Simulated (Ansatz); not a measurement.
System: CH$_{5}$AlO$_{2}$ (charge 0, singlet). 
Coordinates optimised at B3LYP-D3(BJ)/def2-TZVP (Ansatz, an electronic-structure program):
SMILES: [CH3][Al]([OH])[OH]
```xyz
9

Al     0.0360     0.0341     0.0018
C     -1.4368    -1.2196    -0.1085
H     -1.1266    -2.1422    -0.6057
H     -2.2794    -0.8034    -0.6623
H     -1.7868    -1.5010     0.8875
O     -0.0899     1.5286    -0.8023
H      0.5753     2.2168    -0.8164
O      1.4113    -0.4060     0.9020
H      2.1984     0.1240     1.0268
```
Charge 0, spin multiplicity 1.

Basis-set convergence of Hartree-Fock and CCSD correlation energies (hartree) with Ansatz. Cores are frozen in the correlated levels unless marked. No spin-orbit coupling. Non-relativistic.

```csv
basis,functions,E(HF),"E(corr, CCSD)"
cc-pV(D+d)Z,90,-432.56047,-0.61825
cc-pV(T+d)Z,199,-432.64340,-0.76710
cc-pV(Q+d)Z,379,-432.66255,-0.81609
```

Extrapolating the two largest sets (X = 3 and 4) as X^-3: E(corr) = (64·(-0.81609) - 27·(-0.76710))/37 = -0.8518 Eh, an estimate of the basis-set limit. The largest set recovers 95.8 % of it, the smallest 72.6 %.
